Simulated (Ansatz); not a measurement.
`N[SiH](N)[GeH3]` → Ge• + 8 H• + 2 N• + Si•  (atomization)

Computed with Ansatz on PBE0-D4/def2-TZVP structures; ΔE is electronic, products minus reactants. CBS: MP2 limit from def2 TZ/QZ plus the TZ coupled-cluster correction, frozen cores. This one scheme is used for every species, atoms too. DFT in def2-TZVPP. B3LYP here is the variant with VWN-RPA as its local correlation; programs differ in this. No spin–orbit coupling; open shells (•) take unrestricted orbitals. Spin–orbit coupling would lower the free atoms: a little for Si; clearly for Ge. Bonds to Ge are less sure, by a few kJ/mol each and by 10 to 20 or more in all where they break to atoms, as the def2 sets lack core-valence functions. Scalar relativity is left out up to krypton. Each species was taken in one conformer, which may not be the lowest.

`N[SiH](N)[GeH3]`:

Cartesian coordinates in Å:
```
N 0.694 -0.181 1.656
Si -0.454 0.179 0.437
N -0.439 1.876 0.189
Ge 0.185 -1.174 -1.428
H 1.117 -1.091 1.721
H 0.654 0.281 2.552
H -1.887 -0.107 0.751
H -1.275 2.346 -0.116
H 0.393 2.349 -0.124
H 0.443 -2.645 -1.037
H 1.478 -0.652 -2.087
H -0.909 -1.180 -2.514
```

```csv
level,ΔE (eV),difference from CCSD(T)/CBS
PBE0-D4,38.75,-0.52
B3LYP-D4,39.22,-0.05
ωB97X-V,39.45,0.18
PBE,39.03,-0.24
PBE0,38.54,-0.73
B3LYP,38.81,-0.46
HF/def2-TZVPP,27.31,-11.96
MP2/def2-TZVPP,38.04,-1.23
SCS-MP2/def2-TZVPP,38.45,-0.82
MP2/def2-QZVPP,38.74,-0.53
CCSD(T)/CBS,39.27,0
```

Largest T1 diagnostic among the species: 0.012.

From PBE to PBE0 (25 % exact exchange), in def2-TZVPP and without D4, ΔE moves by −0.49 eV: exact exchange takes away binding that semilocal exchange gives to molecules. In def2-TZVPP, CCSD(T) changes the Hartree–Fock value by +10.78 eV (the triples alone add +0.49 eV) and MP2 by +10.72 eV; breaking electron pairs costs correlation energy, which Hartree–Fock lacks.

For atomizations the MP2-based limit and the directly extrapolated one differ by several kJ/mol either way, and by 10 to 25 for some Ge, Se and Sn compounds, so smaller differences from it don't rank the levels.
